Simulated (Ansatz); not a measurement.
Spectroscopic constants of Rb₂, closed-shell singlet (the spin of the measured ground state). No spin–orbit coupling.

D_e counts from the fitted minimum to each atom's lowest state at the same level, without counterpoise. The singlet is restricted.

Correlated levels freeze the inner cores; with def2 sets outer-core shells near the valence are correlated too.

Codes used: Ansatz (a program for electronic structure). Each number belongs to the level named beside it. In def2 rows elements past Kr take small-core potentials, without spin–orbit coupling.

| level | bond energy D_e (kcal/mol) |
|---|---|
| SVWN5/def2-TZVPP | 14.27 |
| PBE/def2-TZVPP | 12.33 |
| r2SCAN/def2-TZVPP | 7.43 |
| B97M-V/def2-TZVPP | (withheld) |
| CAM-B3LYP/def2-TZVPP | 8.84 |
| B2PLYP/def2-TZVPP | 9.89 |
| CCSD/def2-TZVPP | 8.77 |
| CCSD(T)/def2-TZVPP | 10.02 |
| CCSD(T)/def2-QZVPP | (withheld) |

Task: Complete the blanks.

Result: 
- B97M-V/def2-TZVPP, bond energy D_e (kcal/mol): 13.09
- CCSD(T)/def2-QZVPP, bond energy D_e (kcal/mol): 10.97

Doubts at one or more of the structures used: a restricted determinant that unrestricted orbitals would lower (CCSD/def2-TZVPP, CCSD(T)/def2-TZVPP, CCSD(T)/def2-QZVPP).
